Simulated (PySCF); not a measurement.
H₃B₃O₃, charge -1, doublet, geometry from GFN2-xTB (a state made from the parent by changing its charge; the spin is typed, not shown lowest) (in this run its highest filled SCF level lies above zero, so its values depend strongly on the basis, on diffuse functions most of all). Base run: PBE/STO-3G run with PySCF.

Input for PySCF:
```python
from pyscf import gto, scf, dft

mol = gto.M(
    atom='''
B    -0.607283    1.196853    0.169021
O    -1.403485    0.033823    0.167628
B    -0.695030   -1.156944   -0.090717
O     0.612761   -1.233139   -0.192790
B     1.481705   -0.054017   -0.011057
O     0.703356    1.197032    0.075375
H    -1.202292    2.232206    0.287603
H    -1.365532   -2.146633   -0.195594
H     2.369804    0.003238   -0.829944
''',
    basis='sto-3g',
    charge=-1,
    spin=1,
    verbose=5,
)

mf = dft.UKS(mol)
mf.xc = 'pbe'
mf.kernel()
mo_i, mo_e, stable_i, stable_e = mf.stability(internal=True, external=False, return_status=True, nroots=6, tol=1e-6)
print('internally stable:', stable_i, ' externally stable:', stable_e)
if not stable_i:
    umf = mf.copy()
    umf.scf_summary = {}
    umf.kernel(umf.make_rdm1(mo_i, mf.mo_occ))
```

The bond that is stretched is that between atoms 8 and 3. A test that says stable can miss a lower solution.

Variants of this job, named by their change:

| change | ΔE vs base (kcal/mol) | <S^2> | stability test says | outcome |
|---|---|---|---|---|
| base | 0.000 | 0.753 | internally stable (external not tested) | converged |
| bond × 1.25 | 19.33 | 0.753 | internally stable (external not tested) | converged |
| bond × 1.5 | 52.01 | 0.753 | internally stable (external not tested) | converged |
| bond × 1.8 | 89.0 | 0.753 | internally stable (external not tested) | converged |
| bond × 2.2 | 121.8 | 1.114 | internally stable (external not tested) | converged |
| bond × 3.0 | - | - | - | not converged |

On stretching, the SCF can end on different states; <S^2> shows the spin contamination of each.
